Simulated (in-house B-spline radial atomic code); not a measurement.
Inner-shell binding energies (edges) and X-ray emission energies of free atoms and ions, as differences of relaxed hole-state energies with first-order Breit, QED and recoil terms, without correlation or multiplet splittings, in NIST's listed ground configurations. For neutral atoms such line energies lie within some 1 to 5 eV of tabulated X-ray lines (up to 20 eV for the heaviest). K = 1s, L1 = 2s. A dash marks a subshell that is part filled or wasn't run, or a line left out. Computed with an all-electron radial atomic-structure program (B-spline basis): Dirac-Hartree-Fock, average of the configuration, finite nuclei.

```
 ion  configuration  K edge (eV)  L1 edge (eV)
  Al   [Ne] 3s2 3p1      1568.08        128.04
 Si+   [Ne] 3s2 3p1      1860.18        172.45
 P2+   [Ne] 3s2 3p1       2180.3        224.26
 S3+   [Ne] 3s2 3p1            ?             ?
Cl4+   [Ne] 3s2 3p1            ?             ?
Ar5+   [Ne] 3s2 3p1      3307.69        422.61
 K6+   [Ne] 3s2 3p1      3739.13        502.85
Ca7+   [Ne] 3s2 3p1      4198.46        590.13
```

Problem. Fill in the row of S3+.

Solution. K edge (eV): 2528.29; L1 edge (eV): 283.28.

Problem. Fill in the row of Cl4+.

Solution. K edge (eV): 2904.08; L1 edge (eV): 349.41.
